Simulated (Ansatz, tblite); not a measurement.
Cost and result up the ladder for Zr(NH2)2Cl2 (ZrN2Cl2H4) (9 atoms). Charge 0, multiplicity 1. Geometry: B3LYP-D4/def2-SVP.

Cartesian coordinates in Å:
```
Zr -0.133 0.145 0.641
N 1.640 -0.436 -0.118
H 2.385 0.188 -0.432
H 1.987 -1.396 -0.151
N -1.399 0.193 -0.931
H -1.200 -0.029 -1.905
H -2.383 0.457 -0.855
Cl 0.031 2.342 1.545
Cl -0.928 -1.464 2.206
```

Ansatz on 4 threads of Intel Xeon 6975P-C on a shared host; xTB runs through tblite on one thread. Times are rough, summed over both states, and most runs start from the orbitals of an earlier one. PBE0-D4/def2-TZVP serves as the yardstick here, not as an exact answer. The other state is a triplet.

In the def2 sets Zr takes a core potential; there is no spin–orbit coupling. The xTB rows come from tblite. HOMO above LUMO, or a gap near zero within one spin, warns that the state may not be the lowest or that an electron is smeared out.

xTB has no spin-polarisation term.

```
                          level  functions  wall time  vertical triplet (eV)  difference from PBE0-D4/def2-TZVP (eV)                                  remarks
                       GFN2-xTB         39    0.012 s                   3.17                                   -1.57                                        –
                       GFN1-xTB         43    0.018 s                   2.77                                   -1.97                                        –
               PBE-D4/def2-TZVP        200      3.7 s                   4.50                                   -0.24  gap within one spin near zero (triplet)
            r2SCAN-D4/def2-TZVP        200      8.5 s                   4.65                                   -0.10  gap within one spin near zero (triplet)
PBE0-D4/def2-TZVP (with forces)        200       12 s                   4.74                                    0.00                                        –
```
